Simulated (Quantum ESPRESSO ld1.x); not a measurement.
Bi XLI, configuration [Kr] 4d7. All-electron calculation, scalar-relativistic Kohn-Sham, LDA (Slater exchange, VWN5 correlation), spin-polarised, spherical densities, point nucleus; open shells are filled with parallel spins first. Program: ld1.x of Quantum ESPRESSO 7.5.

Unscreened Slater integrals over Kohn-Sham orbitals (eV). They are taken over the spin-up orbitals.

integral    value
F0(4d,4d)  66.893
F2(4d,4d)  34.085
F4(4d,4d)  23.218
F0(4d,4p)  66.785
F2(4d,4p)  34.208
G1(4d,4p)  42.533
G3(4d,4p)  27.255
F0(4d,4s)  68.122
G2(4d,4s)  33.982
F0(4d,3d)  85.839
F2(4d,3d)  25.225
F4(4d,3d)  12.659
G0(4d,3d)  7.9588
G2(4d,3d)  10.186
G4(4d,3d)  8.0433
F0(4p,4p)  66.865
F2(4p,4p)  34.819
F0(4p,4s)  68.168
G1(4p,4s)  45.933
F0(4p,3d)  84.893
F2(4p,3d)  24.170
G1(4p,3d)  7.7764
G3(4p,3d)  7.8701
F0(4s,4s)  69.608
F0(4s,3d)  87.356
G2(4s,3d)  8.2430
F0(3d,3d)  158.19
F2(3d,3d)  80.869
F4(3d,3d)  52.090

Derived for the open shells (J is the average intra-shell exchange parameter used in DFT+U). 4d: Racah B = F2/49 - 5 F4/441 = 0.4324 eV, C = 35 F4/441 = 1.843 eV, C/B = 4.26, F4/F2 = 0.681, J = (F2 + F4)/14 = 4.093 eV.
